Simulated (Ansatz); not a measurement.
`CN([SiH2]F)[SiH2]F`, charge 0, multiplicity 1.

Problem. Give a relaxed structure at PBE0-D4/def2-TZVP (Ansatz 0.2.0). (Estimate.)

Solution. Ansatz gave: 
```xyz
13

C     0.6015    0.7043    1.1969
N    -0.0430    0.0690    0.0402
Si    0.3712    0.6532   -1.5159
F     1.8715    0.2676   -1.9170
Si   -1.0362   -1.2946    0.3370
F    -0.1794   -2.5712    0.7806
H    -0.0395    0.6334    2.0801
H     0.7770    1.7661    1.0029
H     1.5613    0.2383    1.4343
H    -0.5343    0.0433   -2.5111
H     0.3338    2.1337   -1.5021
H    -1.9301   -1.0017    1.4809
H    -1.7537   -1.6415   -0.9069
```
Point group Cs.
This is one stationary point; other conformers may exist.
